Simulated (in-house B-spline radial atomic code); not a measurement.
## Binding energies in the neon ion Ne⁵⁺

NIST's tabulated ground configuration is [He] 2s2 2p1; each binding energy is the energy of the ion with one electron taken from that subshell, relaxed, less that of the parent. Computed with an all-electron radial atomic-structure program (B-spline basis): Dirac-Hartree-Fock, average of configuration, Fermi nucleus of rms radius 3.0055 fm. Energies include first-order Breit, QED and recoil terms.

```json
{"subshell": "1s", "X-ray name": "K", "binding energy (eV)": "1049.5", "-ε (eV)": "1057.4", "relaxation (eV)": "7.4"}
{"subshell": "2s", "X-ray name": "L1", "binding energy (eV)": "172.2", "-ε (eV)": "172.9", "relaxation (eV)": "0.6"}
{"subshell": "2p", "X-ray name": "L2,3", "binding energy (eV)": "157.8", "-ε (eV)": "158.5", "relaxation (eV)": "0.6"}
```

Relaxation = -ε minus the binding energy without Breit, QED and recoil terms.

Problem. What does it cost to remove both a 2s and a 2p electron?

Solution. 361.62 eV, which is 31.56 eV more than the two single binding energies together.

Problem. What does it cost to remove both a 1s and a 2p electron?

Solution. 1257.1 eV, which is 49.77 eV more than the two single binding energies together.

Problem. What does it cost to remove two 1s electrons?

Solution. 2253.4 eV, which is 154.4 eV more than the two single binding energies together.
